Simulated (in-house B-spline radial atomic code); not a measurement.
**Response and correlation of Mg10+**

Closed shell 1s2. Computed with an all-electron radial atomic-structure program (B-spline basis): Dirac-Hartree-Fock, relativistic RPA (time-dependent Dirac-Hartree-Fock) for the response and second-order many-body perturbation theory for correlation, no-pair Dirac-Coulomb Hamiltonian, finite nucleus.

Command:
```bash
python run_mb.py task.json out
```
Settings (nuclear radius in fm, box in bohr, cutoff in hartree):
```
basis_form          2
Z                   12
core_configuration  1s2
rms_radius          3.057
mass_number         24
speed_of_light      137.036
box_radius          6.608
lmax                7
intervals           62
virtual_cutoff      3600.0
```

Run time, properties included: 0.2 s on 1 thread of AMD EPYC 9R45, on a shared host.

```json
{"multipole (bohr³, bohr⁵, bohr⁷)": "dipole", "uncoupled": "0.00046596", "coupled RPA": "0.00048704"}
{"multipole (bohr³, bohr⁵, bohr⁷)": "quadrupole", "uncoupled": "1.2066e-05", "coupled RPA": "?"}
{"multipole (bohr³, bohr⁵, bohr⁷)": "octupole", "uncoupled": "8.1257e-07", "coupled RPA": "8.3508e-07"}
```

What is the coupled quadrupole polarisability?

1.2521e-05 atomic units, +4 % against the uncoupled value.

Which subshells carry the dipole polarisability?

1s1/2 100.0 %.

What does the dipole shielding factor come to?

The dipole shielding factor is 0.167, against the exact N/Z = 2/12 = 0.167 of the non-relativistic theorem.

Dipole polarisability at imaginary frequency:

```json
{"u (Eh)": "0", "α(iu) (bohr³)": "0.000487"}
{"u (Eh)": "1.82", "α(iu) (bohr³)": "0.0004865"}
{"u (Eh)": "5.47", "α(iu) (bohr³)": "0.0004823"}
{"u (Eh)": "10.9", "α(iu) (bohr³)": "0.0004688"}
{"u (Eh)": "18.2", "α(iu) (bohr³)": "0.0004398"}
{"u (Eh)": "36.5", "α(iu) (bohr³)": "0.0003427"}
{"u (Eh)": "73", "α(iu) (bohr³)": "0.0001883"}
{"u (Eh)": "182", "α(iu) (bohr³)": "4.915e-05"}
```

What dispersion coefficients follow for two such ions (the dispersion part alone)?

C6 = (3/π)∫α(iu)²du = 1.025e-05 hartree·bohr⁶ and C8 = 1.502e-06 hartree·bohr⁸.

Lowest J = 1 odd-parity excitations:

```
energy (eV)  oscillator strength  leading channel  weight
     1343.8              0.00087     1s1/2 → p1/2   0.699
     1353.6                0.737     1s1/2 → p3/2   0.699
     1577.8             0.000204     1s1/2 → p1/2   0.702
     1580.5                0.151     1s1/2 → p3/2   0.702
```

Second-order correlation energy by the highest angular momentum of the excited pair (hartree): s -0.01421, p -0.02501, d -0.003706, f -0.00101, g -0.0003481, h -0.0001518, i -7.528e-05, k -3.17e-05.

What is the second-order correlation energy at the partial-wave limit?

The listed waves sum to -0.044536 hartree; extrapolating the increments as (l + 1/2)⁻⁴ gives -0.044601 hartree, -0.607 eV per electron.
